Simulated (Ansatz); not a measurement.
H2ISi, SMILES [SiH2]I (connectivity only; charge and spin as stated), charge +1, multiplicity 1.

Coordinates come from a B3LYP-D3(BJ)/def2-TZVP optimisation. The spin state was assumed, not searched. The isomer is the one that the SMILES or the coordinates give; other isomers of the formula were not compared. The def2 effective core potentials stand for the cores of I; spin–orbit coupling is left out.

Two levels are set side by side: PBE/def2-TZVPD (Ansatz, a program for electronic structure) and PBE0/def2-TZVPD (Ansatz). Energy differences of separate SCF runs at the same geometry; the states with an electron removed or added have multiplicity 2 and 2. Differences are taken from unrounded values.

```tsv
quantity	PBE0
vertical ionisation energy (eV)	16.17
vertical electron affinity (eV)	7.28
vertical singlet–triplet gap (eV)	3.06
```

Q: What does PBE give, and how far is it from PBE0? (The exact figures need the calculation; the answer reports its results.)

A: 
```csv
quantity,PBE,PBE minus PBE0
vertical ionisation energy (eV),16.11,-0.07
vertical electron affinity (eV),7.19,-0.09
vertical singlet–triplet gap (eV),3.01,-0.06
```

On these quantities the two levels nearly agree.
